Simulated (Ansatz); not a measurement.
CoO, quartet (typed; the unrestricted solution is spin-contaminated), at a GFN2-xTB geometry (such geometries of metal compounds can be far from the true shape).

The Ansatz (an electronic-structure program) input:
Ansatz 0.2 input:
```yaml
crystal:
  periodic: [false, false, false]
  atoms:
    - {symbol: Co, position_ang: [-0.00000000, -0.00000000, -0.35224532]}
    - {symbol: O, position_ang: [0.00000000, 0.00000000, 1.18882794]}
basis:
  gaussian:
    orbitals: def2-SVP
hamiltonian:
  xc: hf
magnetization: {spin_polarized: true, initial_magnetization: 3}
```

Q: What does this run give for the <S^2>, total energy, number of basis functions?

A: 
* **<S^2>**: 4.514
* **total energy**: -1455.8994 Eh
* **number of basis functions**: 45

Q: Roughly what does it cost on one core?

A: very roughly 11 core-seconds.
